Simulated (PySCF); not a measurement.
A structure optimised at PBE-D3(BJ)/def2-SVP, used in a PySCF frequency run:

```xyz
4

Ge     0.0000     0.0000     0.4117
O      0.0000     0.0000     2.0569
Cl     0.0000     1.7227    -0.8714
Cl     0.0000    -1.7227    -0.8714
```
Charge 0, spin multiplicity 1.

Write its SMILES, formula and point group.

[O]=[Ge]([Cl])[Cl], Cl2GeO, C2v

What are its rotational constants (standard atomic weights)?

3.7763, 2.4019, 1.4681 GHz
